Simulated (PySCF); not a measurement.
# Electron correlation in Sr (strontium, neutral)

[Kr] 4d1 5s1, high-spin 3D determinant (an excited configuration). Computed with PySCF 2.14 in x2c-TZVPPall (8s6p6d2f1g, 79 functions), with the spin-free X2C one-electron Hamiltonian (Gaussian nucleus). Frozen: [Ar] 3d10; 10 electrons correlated.

MP2 pair energies summed by pair of shells (mhartree):

```json
{"pair": "4p-4p", "energy": "-124.83", "share (%)": "61.2"}
{"pair": "4s-4p", "energy": "-31.97", "share (%)": "15.7"}
{"pair": "4p-4d", "energy": "-20.05", "share (%)": "9.8"}
{"pair": "4p-5s", "energy": "-14.09", "share (%)": "6.9"}
{"pair": "4s-4s", "energy": "-6.47", "share (%)": "3.2"}
{"pair": "4d-5s", "energy": "-3.75", "share (%)": "1.8"}
{"pair": "4s-4d", "energy": "-2.04", "share (%)": "1.0"}
{"pair": "4s-5s", "energy": "-0.75", "share (%)": "0.4"}
```

Total MP2 correlation energy: -203.93 mhartree.

Same-spin part -59.79 and opposite-spin part -144.15 mhartree; SCS-MP2 scales them by 1/3 and 6/5 to -192.90 mhartree.

This basis was not built for core-valence correlation, so the inner-shell part is incomplete.
